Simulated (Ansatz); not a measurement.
Stepwise reaction of `C=C[SiH3]` with hydrogen chloride, as a gas-phase model of exchange steps in deposition or etching. ΔE in kJ/mol; ΔG adds harmonic PBE0-D4 terms to CCSD(T)/CBS, at 1 bar.

Program: Ansatz. Geometries: PBE0-D4/def2-TZVP. ΔE: electronic, gas phase. CBS: MP2 limit from def2 TZ/QZ plus the TZ coupled-cluster correction, frozen cores. This one scheme is used for every species. Functionals use def2-TZVPP. B3LYP here is the variant with VWN-RPA as its local correlation; programs differ in this. One conformer a species, not always the lowest.

```json
{"step": "1", "reaction": "`C=C[SiH3]` + HCl → `C=C[SiH2]Cl` + H₂", "PBE-D4": "-79.6", "B3LYP-D4": "-79.5", "ωB97M-V": "-81.3", "CCSD(T)/CBS": "-81.2", "ΔG(500 K)": "-74.2"}
{"step": "3", "reaction": "`C=C[SiH](Cl)Cl` + HCl → `C=C[Si](Cl)(Cl)Cl` + H₂", "PBE-D4": "-81.9", "B3LYP-D4": "-79.9", "ωB97M-V": "-81.2", "CCSD(T)/CBS": "-79.4", "ΔG(500 K)": "-71.3"}
```

(1) Give the row of step 2, `C=C[SiH2]Cl` + HCl → `C=C[SiH](Cl)Cl` + H₂. (Best estimate.)

(2) By hand: ΔE of the 3 steps together at CCSD(T)/CBS.

## Answers

(1) Computed: 
| step | reaction | PBE-D4 | B3LYP-D4 | ωB97M-V | CCSD(T)/CBS | ΔG(500 K) |
| --- | --- | --- | --- | --- | --- | --- |
| 2 | `C=C[SiH2]Cl` + HCl → `C=C[SiH](Cl)Cl` + H₂ | -84.9 | -83.1 | -84.8 | -83.5 | -77.0 |

(2) (-81.2) + (-83.5) + (-79.4) = -244.1 kJ/mol, or -81.4 kJ/mol a step.

In ΔE the steps differ by no more than 4.1 kJ/mol. All are downhill at CCSD(T)/CBS. ΔG lies between -77.0 and -71.3 kJ/mol a step. PBE-D4 differs from CCSD(T)/CBS by -2.5 to 1.6 kJ/mol a step. Isolated molecules leave out the surface, adducts and barriers. Largest T1 diagnostic: 0.011.
